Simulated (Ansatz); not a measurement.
# A geometry optimisation of CH7BrOSi2 with B3LYP-D3(BJ)/def2-SVP

The starting geometry of this gas-phase triplet was optimised with GFN2-xTB as a singlet; its bonds are those of `C[SiH2]O[SiH2]Br`.

```yaml
atoms:
  - { symbol: C, position_ang: [-0.0766, -0.5132, 0.2881] }
  - { symbol: Br, position_ang: [-0.3685, -2.8532, 3.2887] }
  - { symbol: O, position_ang: [0.6990, 0.0396, 3.0174] }
  - { symbol: Si, position_ang: [0.7288, 0.6848, 1.5102] }
  - { symbol: Si, position_ang: [0.4945, -1.0349, 4.1850] }
  - { symbol: H, position_ang: [0.4386, -1.4711, 0.2647] }
  - { symbol: H, position_ang: [-1.1134, -0.7165, 0.5480] }
  - { symbol: H, position_ang: [-0.0636, -0.1075, -0.7191] }
  - { symbol: H, position_ang: [-0.0206, 1.9279, 1.6797] }
  - { symbol: H, position_ang: [2.1554, 0.8830, 1.2585] }
  - { symbol: H, position_ang: [-0.4926, -0.5222, 5.1142] }
  - { symbol: H, position_ang: [1.7931, -1.4107, 4.7118] }
```

Where would you expect an optimisation with B3LYP-D3(BJ)/def2-SVP to take it?

It falls apart into CH7OSi2 + Br. Contacts that open: Br2–Si5 (2.20 → 3.90 Å).

The energy falls by 3.23 eV over 50 steps:

```csv
step,E − E(last) (eV)
1,3.229
6,0.157
12,0.023
17,0.014
23,0.010
28,0.009
34,0.005
39,0.001
45,0.000
50,0.000
```

Final geometry (Å):

```xyz
12

C    -0.0346   -0.6165    0.4856
Br   -0.5754   -3.4856    1.8233
O     0.3995    0.3433    3.1839
Si    0.6443    0.7452    1.5930
Si    0.3420   -0.7465    4.4410
H     0.5436   -1.5407    0.6870
H    -1.0992   -0.7876    0.7124
H     0.0609   -0.3938   -0.5893
H    -0.0669    2.0247    1.3188
H     2.1037    0.9215    1.3407
H     0.2768    0.0386    5.7164
H     1.5794   -1.5965    4.4345
```

The end wasn't checked by frequencies. Open shells are spin-unrestricted. The triplet needn't be the ground state. Run with Ansatz 0.2.0, 6.3 min on 4 threads of Arm Neoverse V1, on a shared host.
